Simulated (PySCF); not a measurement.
System (SMILES): [SiH][SiH3] (SiH-SiH3) (closed-shell singlet).
Geometry (B3LYP-D3(BJ)/def2-TZVP, fixed):
```xyz
6

Si     0.0071     1.0500     0.8096
H     -0.4184     1.8608    -0.4081
Si     0.0198    -0.9006    -0.5838
H      0.9769    -0.6998    -1.7070
H     -1.3363    -1.1013    -1.1659
H      0.4013    -2.1512     0.1194
```

Basis-set convergence of the isotropic shielding of Si1 at HF with PySCF. GIAO, no density fitting; atoms are numbered in the order shown. All functions are spherical. Core-valence sets carry the plain set on hydrogen. No added dispersion term, no relativity. Reference: the value in pcseg-3, -713.91 ppm, itself unsure by roughly 15.53 ppm (its distance from pcSseg-2). Deviations are taken from unrounded values. Cost is core time over that of def2-TZVP, rough, on shared machines of one kind; a dash marks a row that isn't timed (too short, read off another run, short of memory, by another algorithm or on other hardware).

```
basis              functions  isotropic shielding of Si1 (ppm)  minus reference (ppm)  cost
-----------------  ---------  --------------------------------  ---------------------  ----
6-31G                     34                           -750.88                 -36.98     -
pcSseg-0                  34                          -1043.74                -329.83     -
pcseg-0                   34                           -985.40                -271.50     -
6-31+G*                   52                           -609.06                 104.84     -
def2-SVP                  56                           -608.16                 105.75     -
pcseg-1                   56                           -776.14                 -62.23     -
pcSseg-1                  68                           -774.88                 -60.97     -
6-311G**                  76                           -751.39                 -37.48     -
def2-SVPD                 80                           -583.02                 130.89     -
6-311+G**                 84                           -735.78                 -21.87  0.5×
def2-TZVP                 98                           -738.24                 -24.34    1×
6-311++G(2d,2p)          110                           -713.45                   0.46    1×
def2-TZVPD               122                           -731.71                 -17.81    2×
def2-TZVPPD              164                           -728.33                 -14.43    5×
6-311++G(3df,3pd)        166                           -712.71                   1.19    5×
cc-pCVTZ                 174                           -701.29                  12.62    7×
aug-pcseg-2              192                           -706.82                   7.08   10×
pcseg-3                  260                           -713.91                   0.00   40×
```
